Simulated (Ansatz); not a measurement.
Compare A (`O=[C]([SiH3])[GaH2]`) with its isomer B (`O=[CH][GaH][SiH3]`).

Computed with Ansatz on PBE0-D4/def2-TZVP structures; ΔE is electronic, products minus reactants. CCSD(T)/CBS adds triple-zeta CCSD(T) − MP2 to the extrapolated MP2 energy (def2 sets, frozen cores). Functionals use def2-TZVPP. B3LYP here is the variant with VWN-RPA as its local correlation; programs differ in this. For Ga outer-core shells are correlated without core-valence functions, which leaves a few kJ/mol of doubt a bond. Scalar relativity is left out up to krypton. Each species was taken in one conformer, which may not be the lowest.

Question: Which isomer does CCSD(T)/CBS put lower? Give the gap. (Estimate.)

Answer: Computed: B, by 8.5 kcal/mol.

Question: Give E(B) − E(A) in kcal/mol with ωB97M-V, MP2/def2-TZVPP, PBE0-D4, B2PLYP, B3LYP-D4, LDA (SPW92), B3LYP. (Best estimate.)

Answer: The calculation gave: ωB97M-V -7.9, MP2/def2-TZVPP -8.1, PBE0-D4 -9.8, B2PLYP -8.1, B3LYP-D4 -8.0, LDA (SPW92) -7.8, B3LYP -8.6. None reverses the order clearly.

Question: Does the order hold for the free energy at 298.15 K (harmonic terms from PBE0-D4)? (An estimate is asked.)

Answer: Ansatz gave: Yes: G(B) − G(A) = -7.7 kcal/mol, for one conformer each. Modes under 60 cm⁻¹, often nearly free rotors, make the harmonic entropy too high.

Largest T1 diagnostic: 0.018.

Leaving LDA and LC-ωPBE aside and taking each functional with its dispersion term where it has one, the values, not all of them listed here, spread over 2.7 kcal/mol, from PBE0-D4 to BLYP-D4. LDA lies +1.5 kcal/mol from PBE without D4. From PBE to PBE0 (25 % exact exchange), in def2-TZVPP and without D4, E(B) − E(A) moves by −0.8 kcal/mol.
